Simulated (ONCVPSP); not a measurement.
# Al (Z = 13): variants of one ONCV potential

Base potential:

- Element: aluminium
- Generator: ONCVPSP 4.0.1
- Type: optimised norm-conserving Vanderbilt (ONCV)
- Functional: PBEsol
- Relativity: scalar-relativistic
- Frozen core: [Ne]
- Valence charge: 3
- Reference configuration: 3s2 3p1
- Partial waves: 3s: rc 1.70 bohr, ncon 3, nbas 6, qcut 3.9 1/bohr, 1 projector; 3p: rc 1.75 bohr, ncon 4, nbas 9, qcut 5.2 1/bohr, 2 projectors, debl 2.4 Ha
- Local potential: polynomial inside 1.25 bohr (lpopt 5, dvloc0 1 Ha)
- Core correction: Teter function, fcfact 4, rcfact 1.55

Cutoffs, loose and tight: the cutoffs (Ha) at which the residual kinetic energy of the hardest occupied pseudo-wave falls to 1 and 0.1 mHa per electron. They do not see the model core or the augmentation charge, which bear on the density cutoff. Test errors are all-electron minus pseudo excitation energies from the reference, over the configurations 3s2 3p0; 3s1 3p0; 3s2 3p0.5; 3s1 3p2. A dash means not determined; rows that change the core or the reference have their own tests.

For the base: The cutoffs count occupied waves only; projector 2 of the p channel, the hardest unoccupied one, needs 105 Ha at the loose tolerance.

A true bound ghost makes a file unfit for plane-wave use even where its test errors are small: the radial tests pick states by their node count and pass the ghost by.

```json
{"change": "base", "outcome": "generated", "cutoff, loose": "5.7 Ha", "cutoff, tight": "13 Ha", "bound ghosts": "none", "GHOST(+) flags above zero": "s", "largest test error (meV)": "-39"}
{"change": "p: qcut 3.2", "outcome": "generated", "cutoff, loose": "5.7 Ha", "cutoff, tight": "24 Ha", "bound ghosts": "none", "GHOST(+) flags above zero": "s", "largest test error (meV)": "-39"}
{"change": "p: qcut 3.8", "outcome": "generated", "cutoff, loose": "5.7 Ha", "cutoff, tight": "29 Ha", "bound ghosts": "none", "GHOST(+) flags above zero": "s", "largest test error (meV)": "-39"}
{"change": "p: qcut 4.2", "outcome": "generated", "cutoff, loose": "5.7 Ha", "cutoff, tight": "22 Ha", "bound ghosts": "none", "GHOST(+) flags above zero": "s", "largest test error (meV)": "-39"}
{"change": "p: qcut 4.7", "outcome": "generated", "cutoff, loose": "5.7 Ha", "cutoff, tight": "15 Ha", "bound ghosts": "none", "GHOST(+) flags above zero": "s", "largest test error (meV)": "-39"}
{"change": "p: qcut 5.7", "outcome": "generated", "cutoff, loose": "5.7 Ha", "cutoff, tight": "14 Ha", "bound ghosts": "none", "GHOST(+) flags above zero": "s", "largest test error (meV)": "-39"}
{"change": "p: qcut 6.1", "outcome": "generated", "cutoff, loose": "8.7 Ha", "cutoff, tight": "15 Ha", "bound ghosts": "none", "GHOST(+) flags above zero": "s", "largest test error (meV)": "-40"}
{"change": "p: qcut 7.1", "outcome": "generated", "cutoff, loose": "14 Ha", "cutoff, tight": "19 Ha", "bound ghosts": "p", "GHOST(+) flags above zero": "s", "largest test error (meV)": "-41"}
```

(1) What comes out with this change to the base: p: qcut 6.7?

(2) What comes out with this change to the base: p: qcut 7.9?

Results:

(1) outcome: generated; cutoff, loose: 12 Ha; cutoff, tight: 18 Ha; bound ghosts: p; GHOST(+) flags above zero: s; largest test error (meV): -41.

(2) outcome: generated; cutoff, loose: 17 Ha; cutoff, tight: 22 Ha; bound ghosts: p; GHOST(+) flags above zero: s; largest test error (meV): -41.

Reading the sweep of the qcut of the p channel (base included, trends over the rows without a ghost): The loose cutoff rises from 5.7 Ha at 3.2 to 8.7 Ha at 6.1 1/bohr. The waves are optimised to have the least kinetic energy above qcut, so the cutoff follows it (qcut²/2 in Ha). The median size of the test errors (rows with all tests solved) stays near 5.3 meV. Bound ghosts are found at 6.7, 7.1, 7.9 1/bohr.
